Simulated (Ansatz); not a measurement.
Species: WO2 (charge 0, singlet). 
Coordinates optimised at B3LYP-D3(BJ)/def2-TZVP (Ansatz, a first-principles code):
SMILES: [O]=[W]=[O]
```xyz
3

W      0.0048     0.0008    -0.1837
O      1.3129     0.0181     0.8844
O     -1.3573    -0.0253     0.8144
```

Dipole moments at this geometry, in debye (magnitudes).

| level | program | dipole (D) |
|---|---|---|
| SVWN5/def2-TZVPD | Ansatz | 3.03 |
| PBE/def2-TZVPD | Ansatz | 3.07 |
| BLYP/def2-TZVPD | Ansatz | 3.08 |
| revPBE/def2-TZVPD | Ansatz | 3.09 |
| r2SCAN/def2-TZVPD | Ansatz | 3.42 |
| B3LYP/def2-TZVPD | Ansatz | 3.52 |
| PBE0/def2-TZVPD | Ansatz | 3.61 |
| BHLYP/def2-TZVPD | Ansatz | 4.16 |
| r2SCAN0/def2-TZVPD | Ansatz | 3.83 |
| HSE06/def2-TZVPD | Ansatz | 3.61 |
| LC-wPBE/def2-TZVPD | Ansatz | 3.96 |
| wB97X-V/def2-TZVPD | Ansatz | 3.82 |
| CCSD(T)/def2-SVPD | Ansatz | 3.02 |
